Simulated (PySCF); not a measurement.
iminoborane (BH2N), SMILES B=N.

Coordinates come from a PBE0-D3(BJ)/def2-TZVPD optimisation.

Lowest vertical singlet excitation by several levels in PySCF, with rough processor times relative to the cheapest run on one machine. Each run also gave further roots (ADC and EOM-CCSD ionised and attached states too); roots are paired by order and the bases differ. EOM-CCSD serves as a yardstick, not as the true value; all levels that ended soundly for this molecule are listed, with differences from unrounded values.

```json
[
 {"level": "ADC(2)/aug-cc-pVDZ", "relative cost": "1", "S1 (eV)": "7.27", "S1 minus EOM-CCSD (eV)": "-0.06"},
 {"level": "TDA-CAM-B3LYP/def2-TZVPD", "relative cost": "1", "S1 (eV)": "7.01", "S1 minus EOM-CCSD (eV)": "-0.33"},
 {"level": "TDA-LC-ωPBE/def2-TZVPD", "relative cost": "1", "S1 (eV)": "7.21", "S1 minus EOM-CCSD (eV)": "-0.13"},
 {"level": "EOM-CCSD/aug-cc-pVDZ", "relative cost": "3", "S1 (eV)": "7.33", "S1 minus EOM-CCSD (eV)": "0.00"}
]
```
